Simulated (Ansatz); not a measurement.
Results of the Gaussian-basis code of Ansatz.

CHAlOS at its PBE0-D4/def2-TZVP geometry, where that method's forces vanish. Charge 0, multiplicity 1. The bonds changed during the relaxation, so this is another structure than the one it started from.

```
atom    x (Å)    y (Å)    z (Å)
  O1   1.1503  -0.2622  -1.8892
  C2   0.3933  -0.0797  -1.0750
 Al3  -0.5959   0.1414   0.7388
  S4   1.1542  -0.3458   1.6558
  H5  -2.1020   0.5462   0.5696
```

Q: For each bond, give half the difference of the two atoms' forces along it (eV/Å; positive pushes the atoms apart) under PBE-D4, r2SCAN-D4, B3LYP-D4, ωB97M-V in def2-TZVPP. (Estimate.)

A: The calculation gave: 
```
  bond  length (Å)  PBE-D4  r2SCAN-D4  B3LYP-D4  ωB97M-V
 O1–C2       1.127    2.14       0.98      0.30    -0.54
C2–Al3       2.078   -1.18      -0.63     -0.10     0.59
Al3–S4       2.035    0.42       0.19      0.20    -0.10
Al3–H5       1.569   -0.06      -0.06     -0.16    -0.14
```

B3LYP here is the variant with VWN-RPA as its local correlation; programs differ in this.
